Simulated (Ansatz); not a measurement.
Gas-phase electronic energies from Ansatz, PBE0-D4/def2-TZVP geometries. CCSD(T)/CBS adds triple-zeta CCSD(T) − MP2 to the extrapolated MP2 energy (def2 sets, frozen cores). DFT in def2-TZVPP. For Ge outer-core shells are correlated without core-valence functions, which leaves a few kJ/mol of doubt a bond. Scalar relativity is left out up to krypton. One conformer a species, not always the lowest.

Reaction (substitution at a C–Ge bond): `[CH3][GeH]([Cl])[C]#N` + `C[SiH](N)N` → `C[SiH](N)NC#N` + `[CH3][GeH2][Cl]`

```json
{"level": "PBE-D4", "ΔE (kcal/mol)": "7.4"}
{"level": "r2SCAN-D4", "ΔE (kcal/mol)": "8.6"}
{"level": "PBE0-D4", "ΔE (kcal/mol)": "7.9"}
{"level": "PBE", "ΔE (kcal/mol)": "7.5"}
{"level": "HF/def2-TZVPP", "ΔE (kcal/mol)": "11.0"}
{"level": "SCS-MP2/def2-TZVPP", "ΔE (kcal/mol)": "14.1"}
{"level": "MP2/def2-QZVPP", "ΔE (kcal/mol)": "13.7"}
{"level": "SCS-MP2/def2-QZVPP", "ΔE (kcal/mol)": "13.9"}
```

**Question.** What does CCSD(T)/CBS give? (An estimate is asked.)

**Answer.** Computed: +13.1 kcal/mol. The listed levels differ from it by -5.7, -4.5, -5.2, -5.6, -2.1, 1.0, 0.6, 0.8 kcal/mol.

Largest T1 diagnostic among the species: 0.012.

In def2-TZVPP, CCSD(T) changes the Hartree–Fock value by +2.4 kcal/mol (the triples alone add +0.1 kcal/mol) and MP2 by +2.9 kcal/mol.

CCSD(T)/CBS has its own doubt, a few kJ/mol and more with outer-core shells, so smaller differences from it don't rank the levels.
